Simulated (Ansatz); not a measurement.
`[CH3][GeH2][CH3]` + `C[SeH]` → `[CH3][GeH2][Se]C` + CH₄ at 400 K and 1 bar (ligand exchange at a Ge–C bond).

Isolated molecules relaxed with PBE0-D4/def2-TZVP in Ansatz; ΔE leaves out vibrations. CCSD(T)/CBS adds triple-zeta CCSD(T) − MP2 to the extrapolated MP2 energy (def2 sets, frozen cores). This one scheme is used for every species. For Ge, Se outer-core shells are correlated without core-valence functions, which leaves a few kJ/mol of doubt a bond. Scalar relativity is left out up to krypton. Each species was taken in one conformer, which may not be the lowest.

```tsv
species	CCSD(T)/CBS energy (Eh)	H − E (kJ/mol)	S (J/(mol·K))
`[CH3][GeH2][CH3]`	-2157.04003	262.0	344.2
`C[SeH]`	-2441.15625	135.4	284.5
`[CH3][GeH2][Se]C`	-4557.76484	273.9	416.8
CH₄	-40.46206	131.3	197.2
```

H − E and S are ideal-gas, rigid-rotor, harmonic terms from PBE0-D4/def2-TZVP, for one conformer and one mirror image of each species. 1 Eh = 2625.50 kJ/mol, R = 8.31446 J/(mol·K).

Problem. By hand: ΔE, ΔH, ΔS and ΔG.

Solution. ΔE = (-4557.76484) + (-40.46206) − (-2157.04003) − (-2441.15625) = -0.03062 Eh = -80.4 kJ/mol. Δ(H − E) = 273.9 + 131.3 − 262.0 − 135.4 = 7.8, so ΔH = -72.6 kJ/mol. ΔS = 416.8 + 197.2 − 344.2 − 284.5 = -14.7 J/(mol·K). ΔG = -72.6 − 400 × (-14.7)/1000 = -66.7 kJ/mol.

Problem. By hand: the equilibrium constant, and the temperature at which ΔG would vanish if ΔH and ΔS stayed fixed.

Solution. log₁₀ K = −ΔG/(RT ln 10) = 8.7. ΔG = 0 at ΔH/ΔS = 4939 K, far beyond where these terms or the molecules hold.

The number of gas molecules stays the same, so ΔS is small and ΔH decides. A doubt of 5 kJ/mol in ΔE shifts log₁₀ K by 0.7 here. Other conformers and mirror images would add mixing entropy, several J/(mol·K) or more a flexible species. Modes under 60 cm⁻¹, often nearly free rotors, make the harmonic entropy too high. These are equilibria of isolated gas molecules and say nothing of rates. Largest T1 diagnostic: 0.010 (customary marks: 0.02 for closed shells, 0.045 for open ones).
